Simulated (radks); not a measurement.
Problem. Species: Cr4+. Configuration: [Ar] 4p2 (not the ground configuration). All-electron calculation, Dirac Kohn-Sham, LDA (Slater exchange, Perdew-Wang correlation), spin-unpolarised, spherical densities, finite nucleus; open shells fill j = l - 1/2 first; Fermi nuclear charge, rms radius 3.6452 fm. Program: a radial shooting solver on a logarithmic mesh with Libxc functionals.

Spin-orbit splittings of the eigenvalues, e(l+1/2) - e(l-1/2), with zeta = 2 splitting/(2l+1) and mean radii in bohr:

| shell | occ. | splitting (eV) | zeta (eV) | <r> j=l-1/2 | <r> j=l+1/2 |
|---|---|---|---|---|---|
| 2p | 6 | 8.600 | 5.733 | 0.2583 | 0.2611 |
| 3p | 6 | 1.240 | 0.8263 | 0.8766 | 0.8832 |
| 3d | 0 | 0.1568 | 0.06271 | 0.9206 | 0.9225 |
| 4p | 2 | 0.2323 | 0.1549 | 2.250 | 2.262 |
| 4f | 0 | ? | ? | 3.102 | 3.102 |
| 5p | 0 | 0.08490 | 0.05660 | 4.308 | 4.326 |

Estimate the 4f splitting.

Solution. 0.001726 eV (zeta = 0.0004931 eV).
